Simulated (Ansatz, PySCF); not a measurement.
CHCl, SMILES [CH]Cl (connectivity only; charge and spin as stated), neutral, multiplicity 1. Atoms are numbered in the order given.

```xyz
3

C     -0.2050    -1.1702     0.0000
Cl     0.0385     0.4942     0.0000
H      0.8302    -1.5682     0.0000
```
Charge 0, spin multiplicity 1.

The structure is a stationary point at ωB97X-D3(BJ)/def2-TZVPD. The isomer is the one that the SMILES or the coordinates give; other isomers of the formula were not compared.

Two levels are set side by side: PBE-D3(BJ)/def2-TZVPD (Ansatz, a program for electronic structure) and ωB97X-D3(BJ)/def2-TZVPD (PySCF). Each level has its own optimised geometry; the coordinates shown are those of the second. Frequencies come from the Hessian of PySCF at each geometry. Differences are taken from unrounded values.

| quantity | ωB97X-D3(BJ) |
|---|---|
| mean bond length (Å) | 1.396 |
| bond C1–Cl2 (Å) | 1.682 |
| bond C1–H3 (Å) | 1.109 |
| highest harmonic wavenumber (cm⁻¹) | 2967 |
| mean harmonic wavenumber (cm⁻¹) | 1685 |
| zero-point energy (kcal/mol) | 7.23 |

Q: What does PBE-D3(BJ) give, and how far is it from ωB97X-D3(BJ)? (The exact figures need the calculation; the answer reports its results.)

A: 
| quantity | PBE-D3(BJ) | PBE-D3(BJ) minus ωB97X-D3(BJ) |
|---|---|---|
| mean bond length (Å) | 1.411 | 0.016 |
| bond C1–Cl2 (Å) | 1.699 | 0.017 |
| bond C1–H3 (Å) | 1.123 | 0.014 |
| highest harmonic wavenumber (cm⁻¹) | 2798 | -168 |
| mean harmonic wavenumber (cm⁻¹) | 1595 | -89 |
| zero-point energy (kcal/mol) | 6.84 | -0.38 |

GGA bonds tend to be longer and softer than those of functionals with exact exchange. Differences between two approximate levels are no errors against the true value.
